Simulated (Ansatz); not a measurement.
def2 core potentials replace the inner electrons of Sb.

Z-matrix (Å, degrees):
```
C
H 1 1.1008
H 1 1.1016 2 109.59
C 1 1.4876 2 113.22 3 -126.48
C 4 1.3398 1 125.64 2 -15.26
H 5 1.0929 4 121.40 1 -177.48
H 5 1.0954 6 116.99 4 179.41
H 4 1.0963 5 119.17 6 -1.20
Sb 1 2.2040 2 107.96 3 112.38
O 9 2.0003 1 96.96 2 -72.34
H 10 0.9696 9 111.22 1 -43.26
O 9 2.0110 10 98.44 11 45.32
H 12 0.9678 9 111.11 10 93.52
```
Charge 0, spin multiplicity 1.

Predict the HOMO–LUMO gap, LUMO and total energy from CAM-B3LYP-D3(BJ)/def2-TZVP // B3LYP-D3(BJ)/def2-SVP (Ansatz, a first-principles code).


```json
{
 "HOMO–LUMO gap": "7.88 eV",
 "LUMO": "-0.11 eV",
 "total_energy": "-509.2392 Ha"
}
```
